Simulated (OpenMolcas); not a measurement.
**Ru3+ in a point-charge field**

Ru3+ among 6 point charges of -0.98 e arranged as an octahedron (Oh), 1.79 Å from the ion.

```json
{
 "Program": "OpenMolcas 26.06",
 "Method": "SS-CASPT2, IPEA 0.25 Eh, imaginary shift 0.1 Eh (closed shells correlated: 4s 4p)",
 "Basis": "ANO-RCC-VTZP [7s6p4d2f1g]",
 "Scalar Hamiltonian": "DKH2, point nucleus",
 "Active space": "5 electrons in 5 orbitals (4d)",
 "State averaging": "2S+1 = 6 even, 1 root; 2S+1 = 4 even, 24 roots; 2S+1 = 2 even, 75 roots",
 "Spin-orbit coupling": "state interaction with AMFI integrals over the reference wave functions"
}
```

The lowest spin-free states (labels of O, the rotations of Oh), above the lowest:

```tsv
State	Degeneracy	E (cm-1)	Free-ion L (%)
6A1	1	0	S (100)
4T1	3	18780	G (66)
4T2	3	21760	G (86)
4E	2	23780	G (100)
4A1	1	24300	G (100)
4T2	3	26280	D (83)
2T2	3	26470	I (43)
4E	2	28470	D (100)
2A2	1	30000	I (67)
2T1	3	30870	I (72)
2T2	3	31630	I (68)
2E	2	32660	I (72)
4T1	3	32890	P (65)
2A1	1	35180	I (99)
2E	2	36130	D (55)
2T2	3	36340	I (53)
2T1	3	36520	F (49)
2T2	3	39250	G (47)
4A2	1	39530	F (100)
4T1	3	39760	F (92)
```

The lowest levels with spin-orbit coupling:

```tsv
E (cm-1)	Degeneracy	Label	2S+1	g
0	2	Γ7	6	3.33 3.33 3.33
0	4	Γ8	6	
18240	2	Γ7	4	2.38 2.38 2.38
18590	4	Γ8	4	
18780	4	Γ8	4	
19050	2	Γ6	4	2.84 2.84 2.84
21210	2	Γ7	4	1.89 1.89 1.89
21510	4	Γ8	4	
21990	2	Γ6	4	3.94 3.94 3.94
22050	4	Γ8	4	
23700	2	Γ7	4	2.18 2.18 2.18
23710	4	Γ8	4	
23820	2	Γ6	4	1.27 1.27 1.27
24260	4	Γ8	4	
25680	4	Γ8	4	
25740	2	Γ7	2 (89 %)	2.60 2.60 2.60
25840	2	Γ6	4	2.31 2.31 2.31
26430	4	Γ8	4 (80 %)	
27010	2	Γ7	4	3.62 3.62 3.62
27400	4	Γ8	2 (77 %)
```

Powder χT (cm3 K/mol): 4.35 at 2 K, 4.37 at 10 K, 4.37 at 50 K, 4.37 at 100 K, 4.37 at 200 K, 4.37 at 300 K. The effective moment at 300 K is 2.828 √(χT) = 5.91 μB.

The lowest level has 2S+1 = 6, for which the spin-only value is χT = S(S+1) / 2 = 4.375 cm3 K/mol (g = 2). The computed 4.367 at 300 K differs by -0.008, through a little spin-orbit mixing out of the ground term, against the free-electron g of 2.0023, which raises it.

Roots that are degenerate in the reference are averaged as groups; the widest CASPT2 spread within a group is 300 cm-1 (the 3-fold group of multiplicity 4 near 18800 cm-1 above the lowest state of its run). Shifts and gaps below about the spread of the groups concerned are not significant. Point charges give a weaker field than real ligands, and real ions of this kind are as a rule low spin; the high spin found here belongs to the model. This field is weak: 10Dq is about 7482 cm-1, while octahedral complexes of 4d ions of charge 3 and more, computed by the same method with explicit ligands, had a median near 25000 cm-1. Ground spin and moment need not be those of a real site. Free-ion shares, where given, are those of the reference states; single-state CASPT2 does not remix them. This is an electrostatic model: the charges have no orbitals. No measured value stands beside these numbers.
